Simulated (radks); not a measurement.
Results of a calculation; reference values are marked as such.
Problem. Isoelectronic series with 30 electrons, all held in the configuration [Ar] 3d10 4s2, which need not be the ground one along the series. Level of theory: scalar-relativistic Kohn-Sham, PBE, spin-unpolarised, spherical densities, finite nucleus; Fermi nuclear charge, rms radius of each element as measured or else 0.836 A^(1/3) + 0.57 fm (a radial shooting solver on a logarithmic mesh with Libxc functionals). Total energies (hartree) and orbital eigenvalues (eV):

ion,E (hartree),4s,3d,3p
Ce28+,-8464.4325,-1047.967,-1768.379,-2065.007
Sm32+,-9868.2607,-1320.205,-2219.046,-2558.025
Gd34+,-10615.7167,-1468.520,-2462.902,-2824.627
Dy36+,-11394.2131,-1625.137,-2719.130,-3104.763
Er38+,-12204.3162,-1790.200,-2987.751,-3398.545
Yb40+,-13046.5928,-1963.860,-3268.788,-3706.093
Hf42+,-13921.7019,-2146.286,-3562.266,-4027.533
W44+,-14830.3267,-2337.659,-3868.213,-4362.996
Os46+,-15773.1613,-2538.171,-4186.659,-4712.621

Estimate the row of Nd30+.

Solution. E (hartree) -9151.3427; 4s -1180.062; 3d -1987.543; 3p -2304.851.
